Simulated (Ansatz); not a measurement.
Relaxation of CH3BF2O2 (9 atoms, charge 0, multiplicity 1), to a largest force component of 0.02 eV/Å in at most 50 steps.

These are results of Ansatz, RKS PBE0/def2-SVP, not measurements.

```xyz
9
Properties=species:S:1:pos:R:3
O 1.680 -0.407 -0.461
B 0.228 -0.441 -0.062
O -0.423 -1.739 0.152
C -0.536 0.904 0.140
F -0.651 1.592 -1.061
F -0.015 1.686 1.118
H 1.630 -0.382 -1.459
H -0.869 -0.846 -0.056
H -1.640 0.657 0.499
```

Problem. Where does it end, and by what steps?

Solution. The forces met the threshold. The force dipped under the threshold on the way, but the program's further checks kept it going. After 21 steps the energy has fallen by 4.073 eV; H8 moved furthest, 1.31 Å. The start is strongly strained (largest force component 10 eV/Å), so its close contacts needn't be bonds. Parted: B2–H8.

| step | energy less start (eV) | largest force component (eV/Å) | accepted |
| --- | --- | --- | --- |
| 0 | 0.0000 | 10.155 | yes |
| 1 | -1.6478 | 5.348 | yes |
| 2 | -2.7312 | 2.608 | yes |
| 3 | -3.2130 | 1.587 | yes |
| 4 | -3.4248 | 1.136 | yes |
| 5 | -3.5763 | 2.292 | yes |
| 6 | -3.8717 | 0.555 | yes |
| 7 | -3.8707 | 2.513 | no |
| 8 | -3.9354 | 0.662 | yes |
| 9 | -3.9611 | 0.435 | yes |
| 10 | -3.9787 | 0.428 | yes |
| 11 | -3.9890 | 0.382 | yes |
| 12 | -3.9937 | 0.570 | yes |
| 13 | -4.0150 | 0.324 | yes |
| 14 | -4.0346 | 0.451 | yes |
| 15 | -4.0473 | 0.220 | yes |
| 16 | -4.0555 | 0.489 | yes |
| 17 | -4.0616 | 0.200 | yes |
| 18 | -4.0692 | 0.154 | yes |
| 19 | -4.0699 | 0.235 | yes |
| 20 | -4.0726 | 0.016 | yes |
| 21 | -4.0728 | 0.016 | yes |

```xyz
9
Properties=species:S:1:pos:R:3
O 1.138 -0.670 -1.222
B 0.197 -0.521 -0.267
O -0.193 -1.587 0.462
C -0.480 0.916 -0.023
F 0.400 1.910 -0.340
F -0.833 1.056 1.288
H 1.382 0.173 -1.620
H -0.811 -1.342 1.159
H -1.394 1.090 -0.625
```

The run took 46 s on 2 threads of Arm Neoverse V2 (shared host), peak memory 0.2 GiB.
